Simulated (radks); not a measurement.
Results of a calculation; reference values are marked as such.
Polarisability of the gold ion Au3+, [Xe] 4f14 5d8, at imaginary frequency. Level of theory: scalar-relativistic Kohn-Sham, LB94 model potential, spin-polarised, spherical densities, finite nucleus; open shells are filled with parallel spins first (spin-orbit coupling, left out, can overturn this in heavy ions); Fermi nuclear charge, rms radius 5.4371 fm (a radial shooting solver on a logarithmic mesh with Libxc functionals). Response by self-consistent Sternheimer equations with the Hartree and adiabatic LDA kernel, the relativistic mass of each level held fixed and spin-orbit coupling left out.

| w (hartree) | alpha1(iw) (bohr^3) |
|---|---|
| 0.00266 | 5.906 |
| 0.0143 | 5.904 |
| 0.0360 | 5.898 |
| 0.0697 | 5.878 |
| 0.118 | 5.828 |
| 0.186 | 5.719 |
| 0.280 | 5.508 |
| 0.413 | 5.140 |
| 0.605 | 4.568 |
| 0.892 | 3.783 |
| 1.35 | 2.834 |
| 2.12 | 1.833 |
| 3.59 | 0.9592 |
| 6.94 | 0.3774 |
| 17.5 | 0.09558 |

Static values: alpha1 = 5.906 bohr^3 (0.8751 angstrom^3; uncoupled 9.365). C6 = 34.44, triple-dipole C9 = 141.0 atomic units. One-pole (London) frequency 4 C6 / (3 alpha1^2) = 1.317 hartree, against 1.782 for minus the highest occupied eigenvalue.
